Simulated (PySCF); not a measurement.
**Electronic structure of Re⁻ (rhenium, charge -1) at the UHF level**

Configuration: [Xe] 4f14 5d6 6s2, high-spin 5D determinant. Calculation: PySCF 2.14, in aug-cc-pwCVDZ-PP with ECP60MDF (6s6p5d3f, 70 functions); a scalar-relativistic core potential.

```json
{"Total energy": "-77.764483 hartree", "One-electron energy": "-136.8231 hartree", "Hartree (Coulomb) energy": "67.0419 hartree", "Exchange energy": "-7.9833 hartree", "⟨S²⟩": "6.3023", "⟨L²⟩": "6.028", "Sum of ⟨r⟩": "30.96 bohr", "Sum of ⟨r²⟩": "96.70 bohr²", "Traceless quadrupole moment −½Σ⟨3z² − r²⟩ along its main axis": "1.79 e·bohr²"}
```

```tsv
shell	electrons	mean orbital energy (eV)	spread (eV)	rms radius, mean of both spins (bohr)
5s α	1	-94.690	0	1.13
5s β	1	-90.136	0	1.13
5p α	3	-53.053	1.109	1.32
5p β	3	-46.399	0.660	1.32
5d α	5	-4.509	1.436	2.28
6s α	1	-2.823	0	5.12
5d β	1	-0.401	0	2.28
6s β	1	-0.062	0	5.12
```

Energies and moments cover only the electrons outside the core potential. Spin-orbit coupling, absent here, splits the open shell strongly. ⟨S²⟩ = 6.30 against 6.00 shows spin contamination. The outer electron is barely bound at this level, so radii and moments hang on the diffuse functions.
